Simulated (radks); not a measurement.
Coulomb parameter of the 4f shell of the erbium ion Er+ in the model configuration [Xe] 4f11 5d1 6s1, as a second difference U = [E(n + 1) + E(n - 1) - 2 E(n)] / (1)^2 with all orbitals relaxed. "Bare": the charge of the atom changes with n. "Screened": the 5d shell takes up the change at fixed total charge, which measures U(4f,4f) + U(5d,5d) - 2 U(4f,5d). All-electron calculation, Dirac Kohn-Sham, PBE, spin-unpolarised, spherical densities, point nucleus; open shells are shared between the two j in proportion to 2j + 1. Program: a radial shooting solver on a logarithmic mesh with Libxc functionals.

\begin{tabular}{lrr}
case & configuration & E - E(n) (eV) \\ \hline
start & [Xe] 4f11 5d1 6s1 & 0.000 \\
bare +1 & [Xe] 4f12 5d1 6s1 & -8.818 \\
bare -1 & [Xe] 4f10 5d1 6s1 & 24.601 \\
screened +1 & [Xe] 4f12 6s1 & -5.374 \\
screened -1 & [Xe] 4f10 5d2 6s1 & 10.665 \\
\end{tabular}

U(bare) = 15.783 eV, U(screened by 5d) = 5.291 eV, against the Slater integral F0(4f,4f) = 32.657 eV with frozen orbitals.
